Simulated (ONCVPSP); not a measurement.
**Transferability test, ONCV potential for tellurium (Te)**

ONCVPSP 4.0.1 input, shortened (lines: element, Z, core and valence counts, functional; n l f; lmax; l rc ep ncon nbas qcut; lloc lpopt rc5 dvloc0; l nproj debl; icmod fcfact rcfact), LDA (Perdew-Zunger), scalar-relativistic:

```
  Te 52.00    6    5        3      upf
    1    0    2.00
    2    0    2.00
    2    1    6.00
    3    0    2.00
    3    1    6.00
    3    2   10.00
    4    0    2.00
    4    1    6.00
    4    2   10.00
    5    0    2.00
    5    1    2.00
    2
    0    1.30    0.00    5    8   11.60
    1    1.20    0.00    4    9    9.30
    2    1.50    0.00    4    9    9.00
    4    5    0.80    0.00
    0    2    1.10
    1    2    0.60
    2    2    3.10
    0    0.00    0.00
```

Energies are relative to the spin-unpolarised reference configuration 4s2 4p6 4d10 5s2 5p2; without spin polarisation the order of configurations can differ from experiment.

**Question.** Give the all-electron excitation energy and the error of the potential for: 4s2 4p6 4d10 5s2 5p4; 4s2 4p6 4d10 5s2 5p3; 4s2 4p6 4d10 5s2 5p1; 4s1 4p6 4d10 5s2 5p4.

**Answer.**

```tsv
valence configuration	charge	ΔE all-electron (eV)	error AE − PS (meV)
4s2 4p6 4d10 5s2 5p4	0	-28.089	+5.7
4s2 4p6 4d10 5s2 5p3	+1	-18.174	+3.9
4s2 4p6 4d10 5s2 5p1	+3	27.232	-6.9
4s1 4p6 4d10 5s2 5p4	+1	144.883	-144
```

Levels in the configuration 4s2 4p6 4d10 5s2 5p1:

```json
{"level": "4s", "all-electron (eV)": "-194.984", "pseudo (eV)": "-195.000"}
{"level": "4p", "all-electron (eV)": "-145.144", "pseudo (eV)": "-145.160"}
{"level": "4d", "all-electron (eV)": "-72.462", "pseudo (eV)": "-72.462"}
{"level": "5s", "all-electron (eV)": "-43.140", "pseudo (eV)": "-43.141"}
{"level": "5p", "all-electron (eV)": "-31.989", "pseudo (eV)": "-31.990"}
```
